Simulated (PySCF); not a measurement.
## Excitation energies in several basis sets

Species: CH₈BrNSi₂.
InChI=1S/CH8BrNSi2/c1-5(3)4-2/h5H,3-4H2,1H3/t5-/m0/s1

TDDFT with PBE0 (PySCF), vertical singlets, core orbitals frozen in the response, spherical d and f functions. Isolated species at its PBE0-D3(BJ)/def2-SVP geometry (one conformer only). The PBE0/6-31G* calculation is non-relativistic and has no spin–orbit coupling, an omission that weighs most on bromine.

Problem. Compare 6-31G*, def2-SVP, def2-SVPD, aug-cc-pVDZ, def2-TZVP and def2-TZVPD for this molecule.

Solution. 

```
      basis  functions  diffuse  S1 (eV)  S2 (eV)  S3 (eV)  S4 (eV)  S5 (eV)  LUMO (eV)  α (au)
     6-31G*        112       no     5.36     5.95     6.18     6.40     7.08      -0.57    80.2
   def2-SVP        136       no     5.50     6.09     6.28     6.40     7.19      -0.43    83.5
  def2-SVPD        193      yes     5.38     5.96     6.13     6.15     6.81      -0.76    99.8
aug-cc-pVDZ        208      yes     5.31     5.79     5.94     6.09     6.48      -0.84   101.2
  def2-TZVP        232       no     5.41     5.96     6.17     6.20     6.90      -0.67    94.4
 def2-TZVPD        289      yes     5.33     5.86     6.00     6.11     6.65      -0.83   101.1
```

States are compared by their number. Against the largest diffuse basis here (def2-TZVPD, itself not a converged limit), sets without diffuse functions differ by up to 0.17 eV in S1 and 0.55 eV in S5; the smaller diffuse sets differ by up to 0.06 and 0.17 eV. State by state, the largest deviation of a set without diffuse functions is S1 0.17, S2 0.23, S3 0.28, S4 0.29, S5 0.55 eV. The same number needn't mean the same state in each row. Against def2-TZVPD the polarisability deviates by -21% in 6-31G*, -17% in def2-SVP, -1% in def2-SVPD, 0% in aug-cc-pVDZ, -7% in def2-TZVP.
